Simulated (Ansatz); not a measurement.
```yaml
crystal:
  periodic: [false, false, false]
  atoms:
    - {symbol: Br, position_ang: [-0.805892, -3.390996, 0.296101]}
    - {symbol: Al, position_ang: [-0.102157, -1.187140, 0.232367]}
    - {symbol: O, position_ang: [-0.943442, 0.068283, -0.446432]}
    - {symbol: Si, position_ang: [0.418061, 1.036371, -0.003108]}
    - {symbol: H, position_ang: [1.197510, 1.595864, -1.156096]}
    - {symbol: H, position_ang: [0.287932, 1.997692, 0.983045]}
basis:
  gaussian: {orbitals: "6-31G*", final_grid: {core_spheres: 1, valence_spheres: 1, degree: 3}}
magnetization: {spin_polarized: true, initial_magnetization: 0}
hamiltonian: {xc: {name: wB97M-V}}
```

```sh
$ ansatz run in.yaml --threads 2 --pin off --events-out ev --progress --plain --max-ram 4352MiB
```

It prints (some lines left out):

```
Functional definition: wB97M-V
850 factors; integrals over basis functions are off by at most 8.5e-4 eV
222 factors; integrals over basis functions are off by at most 3.3e-6 eV
mean field evaluation 1: about -86582.0701 eV, gradient 3.9e1 eV
mean field evaluation 2: about -86574.9935 eV, gradient 6.0e1 eV
mean field evaluation 4: about -86588.0127 eV, gradient 1.3e0 eV
mean field evaluation 8: about -86590.7723 eV, gradient 3.1e1 eV
mean field evaluation 16: about -86594.2519 eV, gradient 1.1e-2 eV
mean field -86594.25190042 eV, -3182.2800616483 hartree, gradient 7.6e-5 eV, S^2 0.000000; 1 other end points of the search recorded, 0 dependent functions left out
reference -86594.25199571 eV, -3182.2800651502 hartree; 36, 36 occupied and 56, 56 virtual orbitals, 850 factors
Total energy: -86594.25199571 eV, -3182.2800651502 hartree
```

Q: Something in this input is off. What?

A: The integration grid is far too coarse. The calculation finished and met its thresholds. The result belongs to that input, not to the molecule as meant.
